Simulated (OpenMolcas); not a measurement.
# Ta3+ in Cs2NaYF6

Ta3+ with its 6 nearest fluoride ions at 2.082 Å, on the Y site of Cs2NaYF6 (a = 9.075 Å, distance in the model lattice 2.178 Å). The rest of the host is ab initio model potentials to 7.6 Å, with orthogonalisation functions on the cations behind the ligands, and point charges beyond; the distance is set by hand and nothing relaxes. Ligand basis ANO-RCC-VDZP.
```
Ta    0.0000    0.0000    0.0000
F     2.0820    0.0000    0.0000
F     0.0000    2.0820    0.0000
F    -2.0820    0.0000    0.0000
F     0.0000   -2.0820    0.0000
F     0.0000    0.0000    2.0820
F     0.0000    0.0000   -2.0820
```

```json
{"Program": "OpenMolcas", "Method": "SS-CASPT2, IPEA 0.25 Eh, imaginary shift 0.1 Eh (the lowest 17 gerade and 18 ungerade orbitals frozen, chosen by energy and not by shell, so the metal 5p can be frozen and 4f correlated)", "Basis": "ANO-RCC-VTZP [8s7p5d3f2g1h]", "Scalar Hamiltonian": "DKH2, point nucleus", "Active space": "2 electrons in 5 orbitals (5d)", "State averaging": "2S+1 = 3 even, 10 roots; 2S+1 = 1 even, 15 roots", "Spin-orbit coupling": "RASSI with atomic mean-field integrals over the reference wave functions"}
```

The lowest spin-free states (labels of O, the rotations of Oh), above the lowest:

```
State  Degeneracy  E (cm-1)
  3T1           3         0
  1T2           3      8860
   1E           2      8990
  1A1           1     18780
  3T2           3     28260
  3T1           3     34830
  1T2           3     37780
  1T1           3     40140
  3A2           1     58030
   1E           2     67200
  1A1           1     76180
```

The lowest levels with spin-orbit coupling:

```csv
E (cm-1),Degeneracy,Label,2S+1
0,2,E,3
210,3,T2,3
3190,3,T1,3
4130,1,A1,3
10730,3,T2,1
11110,2,E,1
20900,1,A1,1
29330,1,A2,3
29940,3,T2,3
30830,3,T1,3
30930,2,E,3
35590,1,A1,3
36240,3,T1,3
37090,3,T2,3 (75 %)
38170,2,E,3
40770,3,T2,1 (74 %)
42600,3,T1,1
60770,3,T2,3
69760,2,E,1
78790,1,A1,1
```

Powder χT (cm3 K/mol): 0.00129 at 2 K, 0.00646 at 10 K, 0.0325 at 50 K, 0.0656 at 100 K, 0.117 at 200 K, 0.153 at 300 K. The effective moment at 300 K is 2.828 √(χT) = 1.11 μB.

The lowest level has 2S+1 = 3, for which the spin-only value is χT = S(S+1) / 2 = 1.000 cm3 K/mol (g = 2). The computed 0.153 at 300 K differs by -0.847, through orbital momentum, spin-orbit coupling and any other state in reach. With a threefold ground state the orbital momentum is unquenched, so the spin-only value is not expected to hold.

A least-squares ligand-field fit to the states below 45000 cm-1, each weighted by its degeneracy and with a free common offset, gives 10Dq = 29531 cm-1, B = 522 cm-1 and C = 2582 cm-1 (C/B = 4.94), with an rms deviation of 297 cm-1.

Roots that are degenerate in the reference are averaged as groups; the widest CASPT2 spread within a group is 300 cm-1 (the 3-fold group of multiplicity 1 near 40100 cm-1 above the lowest state of its run). Shifts and gaps below about the spread of the groups concerned are not significant. Over all roots computed the reference weight is 0.74 to 0.75; a low but even weight reflects the number of correlated electrons. An orbital triplet at a regular site is open to Jahn-Teller coupling, which can distort the site and quench the lowest spin-orbit gaps and is left out. The least metal-like active orbital is 82 % on the metal (Löwdin) and no ligand orbital is active, so the numbers are rough. Ligand-to-metal charge-transfer states are missing. With no ligand orbital active B as a rule stays too high, so bands that hang on it stand too high and its fall with covalency is understated. With one d shell and no ligand orbital active, 10Dq can be off by a tenth or more. No measured value stands beside these numbers; the geometry was set by hand and not optimised.

The CASPT2 steps took 3.9 min on 1 thread of Arm Neoverse V1, on a shared host; the integral step is not counted.
